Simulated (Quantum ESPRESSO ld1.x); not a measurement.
The numbers below are computed, except where a source is named.
Q: All-electron atom: Pr3.75+ in [He] 2s2 2p(1/2: 2, 3/2: 3.25) 3s2 3p6 3d10 4s2 4p6 4d10 4f2 5s2 5p6 (fractional occupations, a model configuration). Level of theory: Dirac Kohn-Sham, LDA (Slater exchange, VWN5 correlation), spin-unpolarised, spherical densities, point nucleus; open shells fill j = l - 1/2 first (ld1.x of Quantum ESPRESSO 7.5). Some entries of the table are withheld. Estimate them.

| orbital | occ. | eigenvalue (eV) | r(max) (bohr) |
|---|---|---|---|
| 1s1/2 | 2 | -41960.0 | 0.01542 |
| 2s1/2 | 2 | -6864.93 | 0.08725 |
| 2p1/2 | 2 | -6514.55 | 0.06627 |
| 2p3/2 | 3.25 | -6027.41 | 0.07159 |
| 3s1/2 | 2 | -1529.59 | 0.2478 |
| 3p1/2 | 2 | -1376.88 | 0.2340 |
| 3p3/2 | 4 | -1279.02 | 0.2455 |
| 3d3/2 | 4 | -1010.96 | 0.1955 |
| 3d5/2 | 6 | -989.297 | 0.1987 |
| 4s1/2 | 2 | -340.513 | 0.5723 |
| 4p1/2 | 2 | -282.116 | 0.5785 |
| 4p3/2 | 4 | -260.517 | 0.6029 |
| 4d3/2 | 4 | (1) | 0.6153 |
| 4d5/2 | 6 | (2) | 0.6234 |
| 5s1/2 | 2 | -78.0191 | 1.302 |
| 5p1/2 | 2 | -60.9715 | 1.405 |
| 5p3/2 | 4 | -57.4269 | 1.468 |
| 4f5/2 | 2 | (3) | 0.6395 |
| 4f7/2 | 0 | (4) | 0.6439 |

A: 
(1) 4d3/2 eigenvalue (eV): -163.450
(2) 4d5/2 eigenvalue (eV): -159.503
(3) 4f5/2 eigenvalue (eV): -45.8549
(4) 4f7/2 eigenvalue (eV): -45.3567
